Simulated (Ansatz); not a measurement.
Basis sets compared for Li3Si6. Charge 0, multiplicity 2. Geometry PBE0-D4/def2-SVP. Ansatz on 4 threads of AMD EPYC 9R45 on a shared host; times are rough, and most runs start from earlier orbitals.

```xyz
9

Li   -1.324   -1.509   -1.810
Li   -0.211   -2.557    0.844
Li    1.482   -1.410   -1.181
Si    0.574   -0.007    1.180
Si   -0.315    0.836   -0.958
Si    2.087    0.876   -0.520
Si    0.824    2.532    0.657
Si   -1.413    1.728    1.270
Si   -1.705   -0.489    0.519
```

Another isomer (doublet) lies 0.63 eV lower at PBE0-D4/def2-TZVP; other spin states weren't run for this one.

Binding counts from free atoms (Li doublet, Si triplet) in the same basis, without a counterpoise term.

```
           level  functions  energy (Eh)  HOMO (eV)  LUMO (eV)  binding per atom (eV)  wall time
 PBE-D4/def2-SVP        135   -1758.0858      -3.83      -3.05                   2.96      1.7 s
PBE0-D4/def2-SVP        135   -1758.2367      -4.51      -2.43                   2.86        3 s
```

**Question.** Estimate the rows for PBE-D4/def2-TZVP (with forces), PBE0-D4/def2-TZVP.

**Answer.** 
```csv
level,functions,energy (Eh),HOMO (eV),LUMO (eV),binding per atom (eV),wall time
PBE-D4/def2-TZVP (with forces),264,-1758.7052,-3.86,-3.04,2.97,3.5 s
PBE0-D4/def2-TZVP,264,-1758.8511,-4.51,-2.41,2.88,9 s
```
